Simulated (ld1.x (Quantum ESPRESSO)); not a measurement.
## An all-electron radial function and its pseudo partner (carbon (C))

Columns: radius, all-electron u(r) and pseudo u(r) of the 2p shell (level -7.89 eV) of carbon in the configuration [He] 2s2 2p1.75; PBE, non-relativistic, PAW scheme, ld1.x (Quantum ESPRESSO) 7.5.

```json
{"r (bohr)": "0.125", "all-electron": "0.0717", "pseudo": "0.0105"}
{"r (bohr)": "0.250", "all-electron": "0.2074", "pseudo": "0.0414"}
{"r (bohr)": "0.375", "all-electron": "0.3468", "pseudo": "0.0903"}
{"r (bohr)": "0.500", "all-electron": "0.4674", "pseudo": "0.1536"}
{"r (bohr)": "0.625", "all-electron": "0.5629", "pseudo": "0.2269"}
{"r (bohr)": "0.750", "all-electron": "0.6350", "pseudo": "0.3050"}
{"r (bohr)": "0.875", "all-electron": "0.6849", "pseudo": "0.3826"}
{"r (bohr)": "1.000", "all-electron": "0.7147", "pseudo": "0.4550"}
{"r (bohr)": "1.125", "all-electron": "0.7277", "pseudo": "0.5178"}
{"r (bohr)": "1.250", "all-electron": "0.7271", "pseudo": "0.5679"}
{"r (bohr)": "1.375", "all-electron": "0.7162", "pseudo": "0.6033"}
{"r (bohr)": "1.500", "all-electron": "0.6974", "pseudo": "0.6235"}
{"r (bohr)": "1.625", "all-electron": "0.6730", "pseudo": "0.6291"}
{"r (bohr)": "1.750", "all-electron": "0.6447", "pseudo": "0.6217"}
{"r (bohr)": "1.875", "all-electron": "0.6139", "pseudo": "0.6039"}
{"r (bohr)": "2.000", "all-electron": "0.5817", "pseudo": "0.5785"}
{"r (bohr)": "2.125", "all-electron": "0.5489", "pseudo": "0.5484"}
{"r (bohr)": "2.250", "all-electron": "0.5162", "pseudo": "0.5163"}
{"r (bohr)": "2.375", "all-electron": "0.4841", "pseudo": "0.4841"}
{"r (bohr)": "2.500", "all-electron": "0.4528", "pseudo": "0.4528"}
{"r (bohr)": "2.625", "all-electron": "0.4227", "pseudo": "0.4227"}
{"r (bohr)": "2.750", "all-electron": "0.3939", "pseudo": "0.3939"}
{"r (bohr)": "2.875", "all-electron": "0.3666", "pseudo": "0.3666"}
{"r (bohr)": "3.000", "all-electron": "0.3407", "pseudo": "0.3407"}
{"r (bohr)": "3.125", "all-electron": "0.3162", "pseudo": "0.3162"}
{"r (bohr)": "3.250", "all-electron": "0.2932", "pseudo": "0.2932"}
```

Q: How many radial nodes do the two functions have?

A: The all-electron 2p function has n − l − 1 = 0; the pseudo-wave has 0.

Q: At about which radius was the pseudo-wave matched?

A: 2.50 bohr. The columns agree to 0.0005 from 2.25 bohr on; several derivatives are matched, so the curves merge somewhat inside the radius.

Q: Where does each function peak?

A: Outermost all-electron maximum near 1.12 bohr, pseudo maximum near 1.62 bohr (to the table’s step).

Q: Is the pseudo-wave norm-conserving?

A: No, it belongs to a PAW set: the norm inside the radius is not constrained, and the difference is carried by the augmentation charge.
